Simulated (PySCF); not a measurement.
Vertical excitations of a molecule C3H4BrF from TDDFT-PBE/def2-SVPD (PySCF), as energy in eV (oscillator strength): 5.42 (0.002), 5.69 (0.008), 6.69 (0.024), 6.73 (0.010), 6.88 (0.045), 7.04 (0.014), 7.20 (0.038), 7.22 (0.004), 7.34 (0.015), 7.56 (0.032). Lowest triplet (TDA): 4.86 eV. Geometry optimised at PBE0-D3(BJ)/def2-SVP. One conformer was computed; it need not be the lowest.

Which molecule gave these data?
(A) C/C=C(\F)Br
(B) F[C@@H]1C[C@H]1Br
(C) C/C(F)=C\Br
(D) C/C(Br)=C\F

B, F[C@@H]1C[C@H]1Br
